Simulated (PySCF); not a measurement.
**Chlorine: a sound run and one with changed settings**

Sound run: Cl+ [Ne] 3s2 3p4, Cl(2+) [Ne] 3s2 3p3. All numbers are calculated (PySCF 2.14, no relativity, point nucleus, in 6-31G* (4s3p1d, 18 functions)). In the sound run the correlated levels freeze [Ne]. The sound run starts from symmetry-adapted Hartree-Fock orbitals and uses a fine grid where one is needed.

Changed run: a valence shell is frozen. This setting is unsound on purpose.

```json
{"species": "Cl+", "method": "MP2", "sound run (hartree)": "-459.09745", "changed run (hartree)": "-459.05351", "converged": "yes"}
{"species": "Cl+", "method": "CCSD(T)", "sound run (hartree)": "-459.11733", "changed run (hartree)": "-459.06226", "converged": "yes"}
{"species": "Cl(2+)", "method": "MP2", "sound run (hartree)": "-458.25727", "changed run (hartree)": "-458.20362", "converged": "yes"}
{"species": "Cl(2+)", "method": "CCSD(T)", "sound run (hartree)": "-458.27692", "changed run (hartree)": "-458.20888", "converged": "yes"}
```

Ionisation energy of Cl+:

```json
{"method": "UHF", "sound run (eV)": "22.497", "changed run (eV)": "22.497"}
{"method": "MP2", "sound run (eV)": "22.863", "changed run (eV)": "23.127"}
{"method": "SCS-MP2", "sound run (eV)": "22.888", "changed run (eV)": "23.277"}
{"method": "CCSD", "sound run (eV)": "22.859", "changed run (eV)": "23.217"}
{"method": "CCSD(T)", "sound run (eV)": "22.869", "changed run (eV)": "23.222"}
```

Freezing a valence shell removes pair correlation that changes on ionisation.

For comparison, NIST gives 23.814 eV between the lowest levels.
